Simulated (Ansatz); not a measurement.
Reaction (formal exchange of groups at a B–C bond): `C/C=C\BCl` + SiH₄ → `[SiH3]BCl` + propene

Program: Ansatz. Geometries: PBE0-D4/def2-TZVP. ΔE: electronic, gas phase. CBS: MP2 limit from def2 TZ/QZ plus the TZ coupled-cluster correction, frozen cores. This one scheme is used for every species. Functionals use def2-TZVPP. Each species was taken in one conformer, which may not be the lowest.

(1) Is it downhill or uphill in electronic energy at CCSD(T)/CBS, and by how much? (Estimate.)

(2) What do these levels give: PBE-D4, ωB97X-V, ωB97M-V, PBE0, MP2/def2-QZVPP, CCSD/CBS(def2)? (An estimate is asked.)

Largest T1 diagnostic among the species: 0.014.

## Answers

(1) Ansatz gave: Uphill: ΔE = +50.0 kJ/mol.

(2) The calculation gave: PBE-D4 49.4, ωB97X-V 50.6, ωB97M-V 54.8, PBE0 49.2, MP2/def2-QZVPP 58.6, CCSD/CBS(def2) 48.8 kJ/mol.
